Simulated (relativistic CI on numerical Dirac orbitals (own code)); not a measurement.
**d1 to d9 in one octahedral field**

Computed with a parametric ligand-field model without spin-orbit coupling, by exact diagonalisation: B = 350, C = 1460, 10Dq = 27800 cm⁻¹ (Oh; |10Dq|/B = 79.4) for every shell. Energies in cm⁻¹; the field energy is (0.6 n_e − 0.4 n_t2) × 10Dq of the ground term; g labels are left out. So small a B with so large a field is typical of 4d and 5d ions, where spin-orbit coupling, left out here, reaches 1,000 to 4,000 cm⁻¹.

| Shell | Ground term | Electrons in e | Field energy | First spin-allowed bands | Lowest term of other spin |
| --- | --- | --- | --- | --- | --- |
| d1 | 2T2 | 0.000 | -11120 | 2E 27800 |  |
| d2 | 3T1 | 0.005 | -22114 | 3T2 26892, 3T1 31234 | 1T2 5108 |
| d3 | 4A2 | 0.000 | -33360 | 4T2 27800, 4T1 31822 | 2E 7243 |
| d4 | 3T1 | 0.007 | -44273 | 3E 26291, 3T1 26651 | 1T2 4556 |
| d5 | 2T2 | 0.015 | -55188 | 2A2 25717, 2T1 25843 | 4T1 20620 |
| d6 | 1A1 | 0.012 | -66397 | 1T1 26630, 1T2 31839 | 3T1 23588 |
| d7 | ? | ? | ? | ? | ? |
| d8 | 3A2 | 2.000 | -33360 | 3T2 27800, 3T1 31822 | 1E 5694 |
| d9 | 2E | 3.000 | -16680 | 2T2 27800 |  |

Q: Fill in the row of d7.

A: Ground term: 2E; Electrons in e: 1.007; Field energy: -49840; First spin-allowed bands: 2T1 26556, 2T2 26944; Lowest term of other spin: 4T1 20654. Low spin: d4, d5, d6, d7; the other shells keep the spin of the free ion. Only d4 to d7 can choose; the field needed to pair spins is smallest for d6 and largest for d5, which loses most exchange energy. In the strong-field picture 10Dq must exceed about 6B + 5C = 9400 (d4), 7.5B + 5C = 9925 (d5), 2.5B + 4C = 6715 (d6) and 4B + 4C = 7240 (d7); mixing of terms shifts these bounds somewhat.
